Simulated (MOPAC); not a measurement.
MOPAC input (PM6):

```
PM6 PRECISE GNORM=0.05 LET XYZ CHARGE=1 GEO-OK AUX(PRECISION=9) THREADS=1
C5H13O

C    -2.10029410 1    0.93471957 1    0.71740957 1
C    -0.97293424 1   -0.09355503 1    0.62843438 1
C    -1.45303827 1   -1.38813702 1   -0.02964645 1
C     0.22073271 1    0.53748080 1   -0.13170209 1
C     1.39460887 1   -0.38892293 1   -0.15382920 1
O     2.55988524 1    0.35029579 1   -0.90511020 1
H    -2.47301529 1    1.19170081 1   -0.27656126 1
H    -1.77247271 1    1.85290218 1    1.20726320 1
H    -2.93375491 1    0.52955926 1    1.29068653 1
H    -0.63657070 1   -0.31978244 1    1.64584677 1
H    -2.33448794 1   -1.76535175 1    0.48795424 1
H    -1.73201159 1   -1.21722637 1   -1.07234679 1
H    -0.70535993 1   -2.18380423 1   -0.00123284 1
H    -0.08545140 1    0.77574463 1   -1.15294460 1
H     0.49543253 1    1.46937545 1    0.37394701 1
H     1.80219480 1   -0.62895454 1    0.82537808 1
H     1.27239518 1   -1.27089580 1   -0.77325860 1
H     3.41592124 1   -0.11692575 1   -0.89191872 1
H     2.67364887 1    1.27177981 1   -0.60592852 1
```

From the output:

```
                                                       MOPAC v23.2.5 Linux

          FINAL HEAT OF FORMATION =        102.97582 KCAL/MOL =     430.85082 KJ/MOL

          COSMO AREA              =        147.76 SQUARE ANGSTROMS
          COSMO VOLUME            =        140.24 CUBIC ANGSTROMS

          GRADIENT NORM           =          0.04660          =       0.01069 PER ATOM
          IONIZATION POTENTIAL    =         15.308054 EV
          HOMO LUMO ENERGIES (EV) =        -15.308 -5.629
          NO. OF FILLED LEVELS    =         19
          MOLECULAR WEIGHT        =         89.1571         POINT GROUP:  C1

          MOLECULAR DIMENSIONS (Angstroms)

            Atom       Atom       Distance
            H    19    H     9     6.11076
            H    13    H     8     4.09406
            H    16    H    12     3.38133

          SCF CALCULATIONS        =        138

   ATOM   CHEMICAL          X               Y               Z
  NUMBER   SYMBOL      (ANGSTROMS)     (ANGSTROMS)     (ANGSTROMS)

     1       C         -2.03786986  *   0.94084416  *   0.80488054  *
     2       C         -0.95357225  *  -0.12003723  *   0.63551206  *
     3       C         -1.48189158  *  -1.33467069  *  -0.12177454  *
     4       C          0.26844564  *   0.52208195  *  -0.11344984  *
     5       C          1.40937696  *  -0.44096198  *  -0.15448531  *
     6       O          2.65914374  *   0.23737158  *  -0.80101987  *
     7       H         -2.43609130  *   1.30025063  *  -0.15233450  *
     8       H         -1.69484665  *   1.81407089  *   1.37211757  *
     9       H         -2.89987211  *   0.53548570  *   1.35912403  *
    10       H         -0.60598751  *  -0.44192756  *   1.65025342  *
    11       H         -2.39743051  *  -1.72217142  *   0.35792863  *
    12       H         -1.77020723  *  -1.10024291  *  -1.15391870  *
    13       H         -0.78056999  *  -2.17342537  *  -0.14341796  *
    14       H         -0.08111032  *   0.81896975  *  -1.12563688  *
    15       H          0.52362058  *   1.46312714  *   0.41903546  *
    16       H          1.82882900  *  -0.74377457  *   0.82705434  *
    17       H          1.28499189  *  -1.31567596  *  -0.82644525  *
    18       H          2.84565303  *   1.11469007  *  -0.28670688  *
    19       H          2.37560362  *   0.60716665  *  -1.72398668  *

                             CARTESIAN COORDINATES

   1    C       -2.037869864     0.940844162     0.804880543
   2    C       -0.953572248    -0.120037231     0.635512064
   3    C       -1.481891583    -1.334670691    -0.121774536
   4    C        0.268445639     0.522081947    -0.113449837
   5    C        1.409376957    -0.440961976    -0.154485312
   6    O        2.659143737     0.237371584    -0.801019868
   7    H       -2.436091302     1.300250627    -0.152334503
   8    H       -1.694846655     1.814070885     1.372117569
   9    H       -2.899872110     0.535485701     1.359124030
  10    H       -0.605987514    -0.441927564     1.650253418
  11    H       -2.397430508    -1.722171424     0.357928630
  12    H       -1.770207231    -1.100242907    -1.153918698
  13    H       -0.780569989    -2.173425374    -0.143417958
  14    H       -0.081110321     0.818969745    -1.125636882
  15    H        0.523620583     1.463127144     0.419035456
  16    H        1.828828999    -0.743774565     0.827054337
  17    H        1.284991892    -1.315675959    -0.826445250
  18    H        2.845653034     1.114690071    -0.286706877
  19    H        2.375603617     0.607166646    -1.723986678

           Empirical Formula: C5 H13 O  =    19 atoms

      MOLECULAR POINT GROUP   :   C1

                  EIGENVALUES
 -38.47911 -33.47523 -30.75228 -27.92238 -27.14850 -25.74761 -23.73664 -23.02533
 -21.32589 -20.68210 -19.32655 -18.86180 -18.43711 -17.51688 -16.96268 -16.43413
 -15.71904 -15.69741 -15.30805  -5.62902  -2.93955  -1.96231  -1.53730  -0.56559
  -0.41431  -0.12501   0.39546   0.70526   0.90732   1.40293   1.95427   2.32414
   2.46403   2.58152   2.65363   3.42981   3.63309

              NET ATOMIC CHARGES AND DIPOLE CONTRIBUTIONS

  ATOM NO.   TYPE          CHARGE      No. of ELECS.   s-Pop       p-Pop
    1          C          -0.518510        4.5185     1.08969     3.42882
    2          C           0.091477        3.9085     1.07948     2.82904
    3          C          -0.531095        4.5311     1.09039     3.44071
    4          C          -0.444904        4.4449     1.11013     3.33478
    5          C           0.005768        3.9942     1.16091     2.83333
    6          O          -0.215007        6.2150     1.79609     4.41891
    7          H           0.170249        0.8298     0.82975
    8          H           0.164508        0.8355     0.83549
    9          H           0.183903        0.8161     0.81610
   10          H           0.122998        0.8770     0.87700
   11          H           0.188995        0.8110     0.81101
   12          H           0.170289        0.8297     0.82971
   13          H           0.152674        0.8473     0.84733
   14          H           0.185673        0.8143     0.81433
   15          H           0.178863        0.8211     0.82114
   16          H           0.185450        0.8146     0.81455
   17          H           0.188035        0.8120     0.81196
   18          H           0.359999        0.6400     0.64000
   19          H           0.360635        0.6394     0.63936
 DIPOLE           X         Y         Z       TOTAL
 POINT-CHG.     6.635     1.470    -2.094     7.111
 HYBRID         0.382     0.505    -0.435     0.768
 SUM            7.017     1.975    -2.529     7.716

          ATOMIC ORBITAL ELECTRON POPULATIONS

     Atom    s        px        py        pz
    1  C   1.08969   1.11699   1.11464   1.19719
    2  C   1.07948   0.88246   0.93850   1.00807
    3  C   1.09039   1.18683   1.08337   1.17051
    4  C   1.11013   1.04845   1.08405   1.20228
    5  C   1.16091   0.78000   0.97385   1.07947
    6  O   1.79609   1.57378   1.44944   1.39569
    7  H   0.82975
    8  H   0.83549
    9  H   0.81610
   10  H   0.87700
   11  H   0.81101
   12  H   0.82971
   13  H   0.84733
   14  H   0.81433
   15  H   0.82114
   16  H   0.81455
   17  H   0.81196
   18  H   0.64000
   19  H   0.63936

 **********************
 *                    *
 * JOB ENDED NORMALLY *
 *                    *
 **********************

 == MOPAC DONE ==
```

The dipole moment of an ion depends on the origin.

The geometry given is a B3LYP-D3(BJ)/def2-TZVP minimum.
